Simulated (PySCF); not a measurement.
C2H8AsGa (SMILES [CH3][Ga]([CH3])[AsH2]), singlet, geometry from GFN2-xTB (such geometries of metal compounds can be far from the true shape); PySCF with M062X/STO-3G.

PySCF was given this input:
```python
from pyscf import gto, scf, dft

mol = gto.M(
    atom='''
Ga    0.411344   -0.567388    0.352852
C     2.183584   -1.248071   -0.444470
H     2.085090   -2.279472   -0.800044
H     2.988089   -1.241523    0.297806
H     2.505930   -0.633570   -1.292635
C    -0.318340   -1.525713    2.022935
H    -0.598253   -2.559395    1.791832
H    -1.207339   -1.022344    2.419574
H     0.427639   -1.567734    2.822820
As   -0.833630    1.287945   -0.699837
H    -2.069467    0.432963   -0.534637
H    -0.565032    0.600627   -2.019298
''',
    basis='sto-3g',
    charge=0,
    spin=0,
    verbose=4,
)

mf = dft.RKS(mol)
mf.xc = 'm062x'
mf.kernel()
mf.analyze()
```

Question: What does PySCF print? Leave out banner, timings and long lists.

Answer: 
```
PySCF version 2.14.0

[INPUT] verbose = 4
[INPUT] num. atoms = 12
[INPUT] num. electrons = 84
[INPUT] charge = 0
[INPUT] spin (= nelec alpha-beta = 2S) = 0
[INPUT] symmetry False subgroup None
[INPUT] Mole.unit = angstrom
[INPUT] Symbol           X                Y                Z      unit          X                Y                Z       unit  Magmom
[...]
nuclear repulsion = 498.835469567056
number of shells = 30
number of NR pGTOs = 162
number of NR cGTOs = 54
basis = sto-3g
ecp = {}

******** <class 'pyscf.dft.rks.RKS'> ********
method = RKS
initial guess = minao
damping factor = 0
level_shift factor = 0
DIIS = <class 'pyscf.scf.diis.CDIIS'>
diis_start_cycle = 1
diis_space = 8
diis_damp = 0
SCF conv_tol = 1e-09
SCF conv_tol_grad = None
SCF max_cycles = 50
direct_scf = True
direct_scf_tol = 1e-13
XC library pyscf.dft.libxc version 7.1.2
    S. Lehtola, C. Steigemann, M. J. T. Oliveira, and M. A. L. Marques,  SoftwareX 7, 1–5 (2018)
XC functionals = m062x
    Y. Zhao and D. G. Truhlar,  Theor. Chem. Acc. 120, 215 (2008)
    Y. Zhao and D. G. Truhlar,  Theor. Chem. Acc. 120, 215 (2008)
radial grids:
    Treutler-Ahlrichs [JCP 102, 346 (1995); DOI:10.1063/1.469408] (M4) radial grids

becke partition: Becke, JCP 88, 2547 (1988); DOI:10.1063/1.454033
pruning grids: <function nwchem_prune>
grids dens level: 3
symmetrized grids: False
atomic radii adjust function: <function treutler_atomic_radii_adjust>
small_rho_cutoff = 0
Set gradient conv threshold to 3.16228e-05
Initial guess from minao.
tot grids = 148032
init E= -4187.53763935357
[...]
cycle= 1 E= -4192.54515900951  delta_E= -5.01  |g|= 0.676  |ddm|= 3.79
[...]
cycle= 2 E= -4185.77805676128  delta_E= 6.77  |g|= 5.92  |ddm|= 5.98
[...]
cycle= 3 E= -4192.78480377417  delta_E= -7.01  |g|= 0.265  |ddm|= 4.87
[...]
cycle= 4 E= -4192.81270315132  delta_E= -0.0279  |g|= 0.0618  |ddm|= 0.52
[...]
cycle= 5 E= -4192.81426785155  delta_E= -0.00156  |g|= 0.0132  |ddm|= 0.128
[...]
cycle= 6 E= -4192.81444519019  delta_E= -0.000177  |g|= 0.00505  |ddm|= 0.0537
[...]
cycle= 7 E= -4192.81452341286  delta_E= -7.82e-05  |g|= 0.00486  |ddm|= 0.0329
[...]
cycle= 8 E= -4192.81461935909  delta_E= -9.59e-05  |g|= 0.00482  |ddm|= 0.0389
[...]
cycle= 9 E= -4192.81462659328  delta_E= -7.23e-06  |g|= 0.00486  |ddm|= 0.00285
[...]
cycle= 10 E= -4192.81435901859  delta_E= 0.000268  |g|= 0.00498  |ddm|= 0.138
[...]
cycle= 11 E= -4192.81432416441  delta_E= 3.49e-05  |g|= 0.0024  |ddm|= 0.0643
[...]
cycle= 12 E= -4192.81435642732  delta_E= -3.23e-05  |g|= 0.00247  |ddm|= 0.0291
[...]
cycle= 13 E= -4192.81433612092  delta_E= 2.03e-05  |g|= 0.00246  |ddm|= 0.0144
[...]
cycle= 14 E= -4192.81428151546  delta_E= 5.46e-05  |g|= 0.00186  |ddm|= 0.0557
[...]
cycle= 15 E= -4192.81426366773  delta_E= 1.78e-05  |g|= 0.00199  |ddm|= 0.0487
[...]
cycle= 16 E= -4192.8142689621  delta_E= -5.29e-06  |g|= 0.00118  |ddm|= 0.0094
[...]
cycle= 17 E= -4192.81427442914  delta_E= -5.47e-06  |g|= 0.0012  |ddm|= 0.00769
[...]
cycle= 18 E= -4192.81427174827  delta_E= 2.68e-06  |g|= 0.00118  |ddm|= 0.00371
[...]
cycle= 19 E= -4192.81424417647  delta_E= 2.76e-05  |g|= 0.00104  |ddm|= 0.0494
[...]
cycle= 20 E= -4192.81423465176  delta_E= 9.52e-06  |g|= 0.00105  |ddm|= 0.0267
[...]
cycle= 21 E= -4192.81423486075  delta_E= -2.09e-07  |g|= 0.001  |ddm|= 0.00283
[...]
cycle= 22 E= -4192.81423318011  delta_E= 1.68e-06  |g|= 0.00094  |ddm|= 0.0059
[...]
cycle= 23 E= -4192.81423140003  delta_E= 1.78e-06  |g|= 0.000986  |ddm|= 0.0116
[...]
cycle= 24 E= -4192.814232306  delta_E= -9.06e-07  |g|= 0.000987  |ddm|= 0.0032
[...]
cycle= 25 E= -4192.81422702167  delta_E= 5.28e-06  |g|= 0.00116  |ddm|= 0.013
[...]
cycle= 26 E= -4192.81422421286  delta_E= 2.81e-06  |g|= 0.000794  |ddm|= 0.0116
[...]
cycle= 27 E= -4192.81422354198  delta_E= 6.71e-07  |g|= 0.000801  |ddm|= 0.00837
[...]
cycle= 28 E= -4192.81422411952  delta_E= -5.78e-07  |g|= 0.000796  |ddm|= 0.0036
[...]
cycle= 29 E= -4192.81422438904  delta_E= -2.7e-07  |g|= 0.000825  |ddm|= 0.00716
[...]
cycle= 30 E= -4192.8142217841  delta_E= 2.6e-06  |g|= 0.000713  |ddm|= 0.00761
[...]
cycle= 31 E= -4192.81421757164  delta_E= 4.21e-06  |g|= 0.000592  |ddm|= 0.013
[...]
cycle= 32 E= -4192.81421459013  delta_E= 2.98e-06  |g|= 0.000529  |ddm|= 0.0137
[...]
cycle= 33 E= -4192.81421496575  delta_E= -3.76e-07  |g|= 0.000542  |ddm|= 0.00253
[...]
cycle= 34 E= -4192.81421293784  delta_E= 2.03e-06  |g|= 0.00048  |ddm|= 0.00865
[...]
cycle= 35 E= -4192.81420872874  delta_E= 4.21e-06  |g|= 0.000374  |ddm|= 0.0261
[...]
cycle= 36 E= -4192.81420853891  delta_E= 1.9e-07  |g|= 0.000255  |ddm|= 0.00492
[...]
cycle= 37 E= -4192.81420837794  delta_E= 1.61e-07  |g|= 0.000244  |ddm|= 0.00339
[...]
cycle= 38 E= -4192.81420840446  delta_E= -2.65e-08  |g|= 0.000245  |ddm|= 0.000562
[...]
cycle= 39 E= -4192.81420853523  delta_E= -1.31e-07  |g|= 0.000248  |ddm|= 0.00171
[...]
cycle= 40 E= -4192.81420875729  delta_E= -2.22e-07  |g|= 0.000267  |ddm|= 0.00232
[...]
cycle= 41 E= -4192.81420838444  delta_E= 3.73e-07  |g|= 0.000252  |ddm|= 0.00511
[...]
cycle= 42 E= -4192.81420842154  delta_E= -3.71e-08  |g|= 0.000249  |ddm|= 0.00113
[...]
cycle= 43 E= -4192.81420850721  delta_E= -8.57e-08  |g|= 0.000247  |ddm|= 0.00132
[...]
cycle= 44 E= -4192.81420838628  delta_E= 1.21e-07  |g|= 0.000249  |ddm|= 0.00285
[...]
cycle= 45 E= -4192.81420823155  delta_E= 1.55e-07  |g|= 0.000241  |ddm|= 0.00399
[...]
cycle= 46 E= -4192.81420823612  delta_E= -4.57e-09  |g|= 0.000246  |ddm|= 0.000628
[...]
cycle= 47 E= -4192.81420812219  delta_E= 1.14e-07  |g|= 0.000228  |ddm|= 0.0014
[...]
cycle= 48 E= -4192.81420792146  delta_E= 2.01e-07  |g|= 0.000175  |ddm|= 0.00371
[...]
cycle= 49 E= -4192.81420735459  delta_E= 5.67e-07  |g|= 4.66e-05  |ddm|= 0.0124
[...]
cycle= 50 E= -4192.81420732267  delta_E= 3.19e-08  |g|= 2.95e-05  |ddm|= 0.00225
SCF not converged.
SCF energy = -4192.81420732267
**** SCF Summaries ****
Total Energy =                       -4192.814207322674520
Nuclear Repulsion Energy =             498.835469567055782
One-electron Energy =                -6867.417873566180788
Two-electron Energy =                 2175.768196676450771
Two-electron Coulomb Energy =         2348.995427988860229
DFT Exchange-Correlation Energy =     -173.227231312409629
HOMO-LUMO gap [eV] =                     4.742228976059907
**** MO energy ****
[...]
 ** Mulliken pop on meta-lowdin orthogonal AOs  **
 ** Mulliken pop  **
 ** Mulliken atomic charges  **
charge of    0Ga =      0.18500
charge of    1C =     -0.21894
charge of    2H =      0.04063
charge of    3H =      0.04016
charge of    4H =      0.03546
charge of    5C =     -0.21889
charge of    6H =      0.04079
charge of    7H =      0.03555
charge of    8H =      0.03996
charge of    9As =      0.16885
charge of   10H =     -0.07426
charge of   11H =     -0.07431
Dipole moment(X, Y, Z, Debye): -0.03933, -0.71573, -0.11915
```

The run did not converge; its last values are not results.
